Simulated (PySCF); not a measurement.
Bonding in `CC[P@@](=O)(O)CCC(F)(F)F`

C5H10F3O2P.
Numbering: `[CH3:1][CH2:2][P@@:3](=[O:4])([OH:5])[CH2:6][CH2:7][C:8]([F:9])([F:10])[F:11]` (hydrogens: H12, H13, H14 on C1; H15, H16 on C2; H17 on O5; H18, H19 on C6; H20, H21 on C7)

Cartesian coordinates in Å at the GFN2-xTB level; atoms count from 1:
```
atom  x, y, z in Å
C1    -2.495   -1.317   -0.667
C2    -2.148    0.161   -0.617
P3    -0.329    0.393   -0.616
O4     0.407   -0.307   -1.675
O5    -0.216    1.993   -0.710
C6     0.248   -0.065    1.091
C7     1.687   -0.553    1.044
C8     2.653    0.605    0.947
F9     2.563    1.435    2.002
F10    2.451    1.367   -0.138
F11    3.928    0.198    0.898
H12   -1.948   -1.790   -1.480
H13   -2.226   -1.817    0.261
H14   -3.561   -1.457   -0.835
H15   -2.587    0.657    0.248
H16   -2.503    0.667   -1.518
H17    0.543    2.231   -1.247
H18   -0.392   -0.874    1.444
H19    0.131    0.784    1.765
H20    1.832   -1.174    0.156
H21    1.954   -1.121    1.938
```

Bond orders from the PBE0/pcSseg-1 density (PySCF). Isolated species at its GFN2-xTB geometry (one conformer only).

Task: How far do the computed orders between heavy atoms stray from the drawn ones?

Result: The largest departure is 0.155, at P3–O4 (drawn double, 1.845).

Task: Set the Mayer orders of the bonds between heavy atoms beside their lengths.

Result: 
```json
{"bond": "C1–C2", "drawn as": "single", "length (Å)": "1.519", "Mayer order": "1.034"}
{"bond": "C2–P3", "drawn as": "single", "length (Å)": "1.834", "Mayer order": "0.944"}
{"bond": "P3–O4", "drawn as": "double", "length (Å)": "1.467", "Mayer order": "1.845"}
{"bond": "P3–O5", "drawn as": "single", "length (Å)": "1.607", "Mayer order": "1.007"}
{"bond": "P3–C6", "drawn as": "single", "length (Å)": "1.859", "Mayer order": "0.881"}
{"bond": "C6–C7", "drawn as": "single", "length (Å)": "1.521", "Mayer order": "1.026"}
{"bond": "C7–C8", "drawn as": "single", "length (Å)": "1.511", "Mayer order": "1.026"}
{"bond": "C8–F9", "drawn as": "single", "length (Å)": "1.345", "Mayer order": "0.992"}
{"bond": "C8–F10", "drawn as": "single", "length (Å)": "1.342", "Mayer order": "0.975"}
{"bond": "C8–F11", "drawn as": "single", "length (Å)": "1.340", "Mayer order": "1.007"}
```

By pair of heavy elements: C–C: all 3 within 0.02 of one another (1.026 to 1.034). C–P: lowest P3–C6 (0.881, 1.859 Å), highest C2–P3 (0.944, 1.834 Å). O–P: lowest P3–O5 (1.007, 1.607 Å), highest P3–O4 (1.845, 1.467 Å). C–F: lowest C8–F10 (0.975, 1.342 Å), highest C8–F11 (1.007, 1.340 Å).

Task: And the bonds to hydrogen?

Result: C–H: 0.92 to 0.96 (9 bonds); H–O: 0.93 (1 bond).

Task: Sum the orders of all bonds at each heavy atom with more than one neighbour and set the sums beside the valence in the SMILES.

Result: C1 3.916 (drawn 4), C2 3.839 (drawn 4), P3 4.677 (drawn 5), O5 1.933 (drawn 2), C6 3.763 (drawn 4), C7 3.901 (drawn 4), C8 4.000 (drawn 4). Orders between atoms that aren't bonded are not in these sums.

Mayer orders depend on the basis set.

These values come from a run that also computed NMR shieldings. The run took 95 s on an Arm Neoverse N1 with one thread, no GPU, shared host, and the process peaked at 1.1 GiB of memory.
